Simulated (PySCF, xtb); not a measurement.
FH5OSi3, SMILES [SiH]1([SiH2]O[SiH2]1)F.

GFN2-xTB (xtb) at its own geometry gives an orbital gap of 3.49 eV and a dipole moment of 1.21 D.

Geometry: PBE-D3(BJ)/def2-SVP. This is a generated structure with no PubChem entry under its InChIKey; it may be hypothetical.

Question: What does PBE/def2-TZVP in PySCF give? (Estimate from the structure and the level; the computed values follow.)

Answer: gap 4.13 eV (levels -6.44 and -2.30 eV), dipole 0.73 D.
